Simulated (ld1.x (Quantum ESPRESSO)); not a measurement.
nickel (Ni): one change to a TM semilocal potential, before and after

* Element: nickel
* Generator: ld1.x (Quantum ESPRESSO) 7.5
* Type: norm-conserving Troullier–Martins (semilocal form)
* Functional: PBE
* Relativity: scalar-relativistic
* Frozen core: [Ne] 3s2
* Valence charge: 16
* Reference configuration: 3p6 3d8 4s2 4p0
* Partial waves: 3p (bound): rc 1.10 bohr; 3d (bound): rc 1.65 bohr; 4s (bound): rc 2.10 bohr
* Local potential: the s channel
* Core correction: none

Change: all radii scaled by about 1.05 (s 2.20, p 1.16, d 1.74 bohr).

Cutoffs: the cutoffs (Ry, on a coarse ladder) from which the occupation-weighted sum of valence levels, in a spherical-Bessel basis at the reference potential, stays within 10 and 1 mRy of its value at 400 Ry; they do not see the model core or the augmentation charge, which bear on the density cutoff. Errors are all-electron minus pseudo energies relative to the spin-unpolarised reference configuration.

Q: Predict the effect on cutoff, ghosts and configuration errors.

A: The potential gets neither clearly harder nor softer (110 Ry and 180 Ry → 100 Ry and 180 Ry); of the 6 tests that both files solve, the error grows in 1 and shrinks in 2 by more than 15 % and 0.3 meV (median size 18.9 → 24.4 meV); neither file shows a bound ghost at the reference potential, the only one tested. A semilocal file is local in each channel, so a ghost entry of none says nothing of the separable form that plane-wave codes build from it.

```csv
quantity,base,changed
"cutoff, loose",110 Ry,100 Ry
"cutoff, tight",180 Ry,180 Ry
loose cutoff by channel (10 mRy a level),"p 70 Ry, d 90 Ry, s 8 Ry","p 70 Ry, d 80 Ry, s 8 Ry"
bound ghosts,none,none
"tests counted (converged, no solver errors)",6 of 7,6 of 7
"error for 3p6 3d8 4s1 4p0, meV [ΔE 9.32 eV]",-2.2,-1.5
"error for 3p6 3d8 4s0 4p0, meV [ΔE 26.67 eV]",-14,-12
"error for 3p6 3d7 4s0 4p0, meV [ΔE 64.14 eV]",-19,-55
"error for 3p6 3d8.5 4s1.5 4p0, meV [ΔE -1.18 eV]",-19,-17
"error for 3p6 3d8 4s0 4p2, meV [ΔE 9.50 eV]",+31,+32
"error for 3p6 3d6 4s0 4p0, meV [ΔE 121.70 eV]",+60,+43
```

Base: Tests not counted: 3p6 3d9 4s1 4p0 (pseudo-atom not self-consistent, printed error -2441 eV). ld1.x printed “convergence not achieved” for 2 of the counted tests; their residual had stalled under 1e-8, short of the target of 1e-14. Changed file: Tests not counted: 3p6 3d9 4s1 4p0 (pseudo-atom not self-consistent, printed error -2108 eV). ld1.x printed “convergence not achieved” for 2 of the counted tests; their residual had stalled under 1e-8, short of the target of 1e-14.
